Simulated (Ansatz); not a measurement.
The lowest singlet and triplet of CH4Si (SMILES C=[SiH2]); geometries from B3LYP-D3(BJ)/def2-TZVP, each state relaxed from the structure named, with no frequency check.
Singlet (charge 0, multiplicity 1):
```xyz
6

C     -1.151    -0.055    -0.006
Si     0.548     0.026     0.003
H     -1.771     0.830    -0.068
H     -1.684    -0.995     0.049
H      1.400    -1.173     0.086
H      1.283     1.300    -0.072
```

A positive gap puts the triplet lower; no zero-point energy. R- takes a restricted singlet. The triplet is unrestricted in single-reference levels. Active spaces average the two states.

Frozen-core correlation.

The values were computed with Ansatz (a quantum-chemistry and plane-wave program) with Gaussian orbitals. Each number belongs to the level named beside it.

R-PBE/def2-TZVPP gives -2.729 eV for the gap E(singlet) − E(triplet), vertical, at the singlet's geometry.

How do the other levels lie against it? Give each less PBE: R-r2SCAN/def2-TZVPP, R-B3LYP/def2-TZVPP, R-wB97M-V/def2-TZVPP, R-B2PLYP/def2-TZVPP, R-MP2/cc-pV(T+d)Z, R-CCSD(T)/cc-pV(T+d)Z, SC-NEVPT2 on SA-CASSCF(2,2)/cc-pV(T+d)Z, FIC-MRCISD+Q on SA-CASSCF(2,2)/cc-pV(T+d)Z.

R-r2SCAN/def2-TZVPP 0.282; R-B3LYP/def2-TZVPP 0.002; R-wB97M-V/def2-TZVPP -0.106; R-B2PLYP/def2-TZVPP -0.068; R-MP2/cc-pV(T+d)Z -0.174; R-CCSD(T)/cc-pV(T+d)Z -0.110; SC-NEVPT2 on SA-CASSCF(2,2)/cc-pV(T+d)Z -0.189; FIC-MRCISD+Q on SA-CASSCF(2,2)/cc-pV(T+d)Z -0.044 eV. 2 of 8 lie above PBE; the widest gap is to R-r2SCAN/def2-TZVPP.

Doubts at one or more of the structures used: a restricted determinant that unrestricted orbitals would lower (R-MP2/cc-pV(T+d)Z, R-CCSD(T)/cc-pV(T+d)Z).
